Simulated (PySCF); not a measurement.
Structure problem from calculated spectra and properties.

Formula: CH5BF2SSi.

| Quantity | Value |
| --- | --- |
| NMR, other nuclei | isotropic shieldings of nuclei other than C and H, by class: 78 (1 B), 258 (2 F), 404 (1 Si), 693 (1 S) ppm [GIAO KT3/pcSseg-2] |
| Rotational structure | rotational constants A, B, C: 3.573, 1.461, 1.167 GHz [PBE0-D3(BJ)/def2-SVP] |
| Valence photoelectron | vertical ionisation energy: 9.42 eV [ΔSCF CAM-B3LYP/def2-SVPD] |
| UV, first state | lowest singlet excitation: 5.31 eV (233 nm, f = 0.012) [TDDFT CAM-B3LYP/def2-SVPD] |
| Triplet | lowest triplet excitation (Tamm–Dancoff): 4.77 eV [TDA CAM-B3LYP/def2-SVPD] |
| Polarisability | 74.4 au [CAM-B3LYP/def2-SVPD] |
| Dipole | 1.68 D [CAM-B3LYP/def2-SVPD] |
| 13C NMR | chemical shifts (computed TMS as zero) by class: 13.8 (1 C) ppm [GIAO KT3/pcSseg-2] |

Gas-phase values; electronic properties from PySCF, density fitting. Levels stand in brackets. The structure is a single PBE0-D3(BJ)/def2-SVP conformer in the gas phase; no vibrational or solvent corrections. NMR classes are plain means over equivalent atoms (diastereotopic ones count apart unless rotation or inversion swaps them), as if these changed places fast.

Question: Give a SMILES that accounts for the data.

Answer: Numbering: `[F:1][B:2]([F:3])[CH2:4][S:5][SiH3:6]`. The one carbon: sp3 carbon bound to sulfur [C4] (13.8 ppm). The other shieldings belong to: 78 ppm, three-coordinate boron [B2]; 258 ppm, boron-bound fluorine [F1/F3]; 404 ppm, SiH3 silicon [Si6]; 693 ppm, sulfur bonded to C and Si [S5]. The first electron is taken from the HOMO, whose largest Löwdin shares are 0.66 on the sulfur bonded to C and Si, 0.11 on the sp3 carbon bound to sulfur, 0.09 on the SiH3 silicon and 0.04 on the three-coordinate boron. The optimised geometry has point group C1 and is an asymmetric top. Structure: `FB(F)CS[SiH3]`. The assignments are read from this structure; whether some other isomer fits the data as well wasn't checked.

Shape of the structure used: `[F:1][B:2]([F:3])[CH2:4][S:5][SiH3:6]`: F1–B2–C4–S5 -83°, B2–C4–S5–Si6 73°.
